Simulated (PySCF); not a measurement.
**Worked example: refractive index and permittivity of the vapour**

CH₂AlF₃O₂, SMILES [OH][Al]([OH])[C](F)(F)F.

The structure is a stationary point at B3LYP-D3(BJ)/def2-SVP. The structure was generated by enumeration; whether it is a known compound was not checked. The values are those of a single conformer.

B3LYP/def2-TZVP run with PySCF gives a mean static polarisability of 42.5 bohr³ and a dipole moment of 4.70 D. Take an ideal gas at 298.15 K and 0.01 bar, whether or not the substance is that volatile.

Question: Work out n − 1 in the optical limit and the static ε − 1.

Answer: 
Polarisability volume α' = 42.5 × 0.148185 = 6.30 Å³. Number density N = p/kT = 2.43e-7 Å⁻³.
Dilute limit of Lorentz–Lorenz: n − 1 = 2π N α' = 9.6e-6.
Orientation term of Debye: μ²/(3kT) = 8.098 Å³ × μ²(D²) = 178.88 Å³.
ε − 1 = 4π N (α' + μ²/3kT) = 0.00057. Orientation of the dipole supplies 97 % of the static response; it can't follow optical fields. Vibrational polarisation and dispersion are left out.
